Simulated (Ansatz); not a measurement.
`C[Si](C)(C)C#Cc1cnc(-c2cnc(-c3cnc(C#C[Si](C)(C)C)s3)s2)s1`, relaxed as a singlet with RKS r2SCAN-D4/def2-SVP in Ansatz, starting from the GFN2-xTB geometry. Force threshold 0.03 eV/Å.

Single mean-field runs in def2-SVP are fitted with def2-universal-jkfit.

Start:

```xyz
48

C    -5.931    6.342    2.623
Si   -5.461    6.731    0.818
C    -6.777    6.066   -0.390
C    -5.205    8.602    0.574
C    -3.858    5.866    0.448
C    -2.811    5.308    0.205
C    -1.604    4.672   -0.075
C    -0.424    5.249   -0.491
N     0.597    4.412   -0.695
C     0.277    3.175   -0.457
C     1.189    2.095   -0.597
C     2.508    2.193   -0.997
N     3.184    1.047   -1.057
C     2.459    0.022   -0.721
C     2.961   -1.306   -0.715
C     4.249   -1.681   -1.051
N     4.512   -2.984   -0.977
C     3.485   -3.678   -0.595
C     3.465   -5.061   -0.429
C     3.446   -6.263   -0.281
Si    3.470   -8.114   -0.070
C     4.829   -8.537    1.196
C     1.751   -8.647    0.554
C     3.863   -8.884   -1.767
S     2.039   -2.709   -0.281
S     0.802    0.434   -0.285
S    -1.391    2.951    0.062
H    -5.171    6.696    3.312
H    -6.044    5.274    2.781
H    -6.870    6.817    2.894
H    -6.500    6.262   -1.422
H    -7.742    6.534   -0.213
H    -6.906    4.993   -0.282
H    -4.436    8.986    1.237
H    -4.904    8.832   -0.444
H    -6.120    9.151    0.778
H    -0.288    6.303   -0.654
H     2.990    3.119   -1.249
H     5.012   -0.990   -1.356
H     4.893   -9.609    1.361
H     4.638   -8.067    2.156
H     5.802   -8.197    0.854
H     0.972   -8.370   -0.149
H     1.700   -9.723    0.694
H     1.513   -8.180    1.506
H     3.896   -9.968   -1.708
H     3.115   -8.617   -2.507
H     4.825   -8.545   -2.137
```

Problem. Estimate the energy that the relaxation releases and the steps that it takes.

Solution. 6.6 kcal/mol, in 6 steps; 27 s on 2 threads of AMD EPYC 7R13 on a shared host and a share (18 GiB) of an NVIDIA H100 80GB HBM3. No frequencies were taken in this run, so the end may be a saddle point.

Problem. Does the start keep its bonding and symmetry?

Solution. By distances, no bond broke or formed. The bond that changes most is Si21–C23, from 1.90 to 1.88 Å (atoms count from 1).

Problem. Predict the relaxed structure.

Solution. 
```
atom    x (Å)     y (Å)    z (Å)
  C1  -5.9754    6.3275   2.6094
 Si2  -5.5009    6.7064   0.8320
  C3  -6.8064    6.0560  -0.3514
  C4  -5.2478    8.5517   0.5914
  C5  -3.9010    5.8616   0.4609
  C6  -2.8273    5.3150   0.2091
  C7  -1.5978    4.7077  -0.0812
  C8  -0.4081    5.3022  -0.5014
  N9   0.6376    4.4800  -0.7119
 C10   0.3219    3.2220  -0.4719
 C11   1.2588    2.1395  -0.6207
 C12   2.5870    2.2504  -1.0250
 N13   3.2873    1.1018  -1.0967
 C14   2.5526    0.0619  -0.7577
 C15   3.0516   -1.2879  -0.7464
 C16   4.3471   -1.6802  -1.0816
 N17   4.6128   -2.9980  -1.0052
 C18   3.5560   -3.6837  -0.6140
 C19   3.4957   -5.0777  -0.4331
 C20   3.4382   -6.2953  -0.2732
Si21   3.4323   -8.1332  -0.0563
 C22   4.7607   -8.5687   1.1965
 C23   1.7355   -8.6500   0.5576
 C24   3.8084   -8.9115  -1.7227
 S25   2.1264   -2.6858  -0.3117
 S26   0.8957    0.4674  -0.3191
 S27  -1.3375    2.9819   0.0445
 H28  -5.2078    6.6873   3.3130
 H29  -6.0969    5.2441   2.7685
 H30  -6.9294    6.8167   2.8684
 H31  -6.5301    6.2546  -1.3992
 H32  -7.7790    6.5394  -0.1593
 H33  -6.9414    4.9683  -0.2392
 H34  -4.4668    8.9391   1.2650
 H35  -4.9460    8.7821  -0.4428
 H36  -6.1802    9.1017   0.8024
 H37  -0.3083    6.3789  -0.6570
 H38   3.0462    3.2095  -1.2729
 H39   5.1143   -0.9674  -1.3907
 H40   4.8044   -9.6600   1.3504
 H41   4.5624   -8.0959   2.1715
 H42   5.7533   -8.2340   0.8553
 H43   0.9473   -8.3724  -0.1603
 H44   1.6939   -9.7430   0.6990
 H45   1.4963   -8.1755   1.5227
 H46   3.8285  -10.0112  -1.6400
 H47   3.0475   -8.6414  -2.4721
 H48   4.7883   -8.5819  -2.1030
```
Bond lengths: 9 × C–C 1.23 to 1.44 Å; 8 × C–Si 1.85 to 1.88 Å; 6 × C–N 1.32 to 1.35 Å; 6 × C–S 1.73 to 1.77 Å; 21 × C–H 1.09 to 1.10 Å.
